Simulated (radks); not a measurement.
Radial electron density D(r) = 4 pi r^2 rho(r) of an atom or ion with 3 electrons. Method: non-relativistic Kohn-Sham, PBE, spin-unpolarised, spherical densities, point nucleus; computed with a radial shooting solver on a logarithmic mesh with Libxc functionals.

| r (bohr) | D(r) (e/bohr) |
|---|---|
| 0.01501 | 0.1408 |
| 0.01833 | 0.2032 |
| 0.02221 | 0.2869 |
| 0.02713 | 0.4074 |
| 0.03314 | 0.5721 |
| 0.04047 | 0.7929 |
| 0.04943 | 1.081 |
| 0.06038 | 1.446 |
| 0.07375 | 1.887 |
| 0.08936 | 2.370 |
| 0.1091 | 2.903 |
| 0.1333 | 3.408 |
| 0.1628 | 3.797 |
| 0.1989 | 3.973 |
| 0.2429 | 3.853 |
| 0.2967 | 3.414 |
| 0.3595 | 2.755 |
| 0.4391 | 1.979 |
| 0.5363 | 1.317 |
| 0.655 | 0.9279 |
| 0.8 | 0.8420 |
| 0.9771 | 0.9476 |
| 1.193 | 1.046 |
| 1.446 | 0.9847 |
| 1.766 | 0.7414 |
| 2.157 | 0.4301 |
| 2.635 | 0.1858 |
| 3.218 | 0.05675 |
| 3.931 | 0.01137 |
| 4.801 | 0.001377 |

What is the nuclear charge?

Answer. Z = 5. The innermost maximum, from 1s, lies near 1/Z = 0.2 bohr (found: 0.204), and its height grows with Z. The density is that of the boron ion B2+ in 1s1.5 2s1 2p0.5; the configuration itself is not fixed sharply by these data. D(r) has 2 maxima, at r = 0.204, 1.23 bohr, and minima at 0.769 bohr, inside which lie 1.60 electrons.
